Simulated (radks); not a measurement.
Q: The mean radii <r> (bohr) of the occupied orbitals of an atom or ion are listed with their occupations. Calculated with a radial shooting solver on a logarithmic mesh with Libxc functionals: scalar-relativistic Kohn-Sham, PBE, spin-unpolarised, spherical densities, point nucleus.

orbital  occ.      <r>
1s          2  0.01803
2s          2  0.07620
2p          6  0.06834
3s          2   0.1972
3p          6   0.1976
3d         10   0.1790
4s          2   0.4326
4p          6   0.4560
4d         10   0.4754
4f          9   0.4855

Name the element and its charge.

A: Z = 75, rhenium, charge +20: Re20+ in [Kr] 4d10 4f9. The 1s radius gives Z: for a bare nucleus <r> = (2 gamma + 1)/(2Z) with gamma = sqrt(1 - (Z/c)^2), 0.01783 bohr for Z = 75, and screening makes it slightly larger (0.01803 here). The occupations add up to 55, and the charge is Z minus that.
